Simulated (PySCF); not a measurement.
H3Cl3OSiTi, charge +1, doublet, at a GFN2-xTB geometry of the parent state (such geometries of metal compounds can be far from the true shape) (the multiplicity is a formal guess).

PySCF was given this input:
```python
from pyscf import gto, scf, dft

mol = gto.Mole()
mol.atom = '''
    Ti   -0.110697    0.321793    0.061285
    Cl   -0.704785    2.384990    0.561271
    Cl    0.454712   -0.478826    2.045161
    Cl   -1.993504   -0.510313   -0.755867
    O     1.176906   -0.211248   -1.064783
    Si    1.794324   -1.634896   -1.405891
    H     2.928792   -1.925222   -0.502336
    H     2.298550   -1.564404   -2.794222
    H     0.813010   -2.740766   -1.310583
'''
mol.basis = 'sto-3g'
mol.charge = 1
mol.spin = 1
mol.verbose = 4
mol.build()

mf = dft.UKS(mol)
mf.xc = 'b3lyp'
mf.kernel()
```

Task: What does this run give for the number of basis functions, nuclear repulsion energy, Mulliken (on the basis functions themselves) charges in atom order, HOMO energy, <S^2>?

Result: 
number of basis functions: 62
nuclear repulsion energy: 741.1013 Eh
Mulliken (on the basis functions themselves) charges in atom order: Ti1 0.85, Cl2 -0.08, Cl3 -0.06, Cl4 -0.07, O5 -0.28, Si6 0.76, H7 -0.02, H8 -0.03, H9 -0.06
HOMO energy: -12.35 eV
<S^2>: 0.759

These values belong to the state on which the SCF converged, which isn't shown to be the lowest.

Task: Roughly what does it cost on one core?

Result: roughly 40 core-seconds.
